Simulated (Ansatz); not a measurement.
Si(vinyl)(OMe)3 (C5H12O3Si), relaxed as a singlet with RKS PBE-D4/def2-SVP in Ansatz, starting from the GFN2-xTB geometry. Force threshold 0.02 eV/Å.

Start:

Cartesian coordinates in Å:
```
Si -0.0986 -0.1031 0.0043
C -1.1000 0.6872 1.3923
C -0.8666 0.5671 2.6893
H -1.9379 1.3021 1.0804
H -0.0450 -0.0284 3.0495
H -1.4775 1.0500 3.4374
O 1.1358 -0.8318 0.7635
C 2.0082 -1.8119 0.2644
H 1.4454 -2.6429 -0.1621
H 2.6148 -2.1677 1.0981
H 2.6589 -1.3938 -0.5072
O 0.3354 1.0167 -1.1128
C 1.0638 2.1945 -0.8995
H 0.4888 2.8975 -0.2922
H 1.2687 2.6388 -1.8745
H 2.0058 1.9844 -0.3884
O -0.8757 -1.2384 -0.8599
C -1.9459 -1.0573 -1.7464
H -2.8656 -0.8524 -1.1934
H -2.0645 -1.9809 -2.3143
H -1.7485 -0.2295 -2.4284
```

```
         step  energy (eV)  largest force component (eV/Å)  SCF passes
            1  -19372.7226                           1.615          21
            2  -19372.9137                           0.961          20
            3  -19372.9529                           0.197          21
            4  -19372.9540                           0.147          20
            5  -19372.9613                           0.084          19
 6 (rejected)  -19372.9611                           0.076          20
            7  -19372.9626                           0.046          21
            8  -19372.9643                           0.026          20
            9  -19372.9651                           0.044          20
           10  -19372.9654                           0.043          21
           11  -19372.9659                           0.044          19
           12  -19372.9659                           0.071          20
           13  -19372.9664                           0.028          21
14 (rejected)  -19372.9664                           0.069          22
           15  -19372.9666                           0.019          13
```

Force components are those of the run's own axes.

End:

Cartesian coordinates in Å:
```
Si -0.1634 -0.1352 0.0929
C -1.1236 0.7392 1.4241
C -0.7918 0.6884 2.7306
H -2.0078 1.3342 1.1262
H 0.0817 0.1073 3.0717
H -1.3744 1.2144 3.5075
O 1.1055 -0.8890 0.8647
C 1.9716 -1.8185 0.2357
H 1.4045 -2.6228 -0.2823
H 2.6152 -2.2830 1.0107
H 2.6316 -1.3252 -0.5134
O 0.3234 0.9383 -1.1013
C 1.0084 2.1505 -0.8529
H 0.4969 2.7784 -0.0870
H 1.0586 2.7322 -1.7969
H 2.0507 1.9743 -0.5016
O -1.0079 -1.3120 -0.7310
C -1.8848 -1.1010 -1.8213
H -2.8986 -0.7922 -1.4771
H -1.9942 -2.0538 -2.3805
H -1.5016 -0.3244 -2.5189
```

By distances, no bond broke or formed. The bond that changes most is Si1–O7, from 1.62 to 1.67 Å (atoms count from 1).

No frequencies were taken in this run, so the end may be a saddle point.

Hardware: 2 threads of AMD EPYC 7R13 on a shared host and a share (18 GiB) of an NVIDIA H100 80GB HBM3. Wall time 44 s, peak host memory 0.83 GiB.
